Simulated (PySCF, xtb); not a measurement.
C2H5CdI, SMILES C[CH2][Cd][I]. One conformer was computed; it need not be the lowest.

Harmonic wavenumbers (cm⁻¹) from GFN2-xTB (xtb) at its own minimum, in rising order: 39, 45, 168, 202, 232, 405, 611, 926, 976, 1043, 1166, 1221, 1410, 1459, 1476, 1497, 2928, 2931, 2954, 2958, 2975.

Task: What does PBE-D3(BJ)/def2-SVP in PySCF 2.14.0 give at its own minimum? (The exact figures need the calculation; the answer reports its results.)

Result: 55, 75, 179, 231, 236, 465, 624, 908, 935, 1022, 1133, 1198, 1345, 1390, 1422, 1424, 2952, 2992, 3030, 3044, 3063. Paired by order, the mean absolute difference is 43 cm⁻¹ and the zero-point energies are 39.5 and 39.6 kcal/mol.
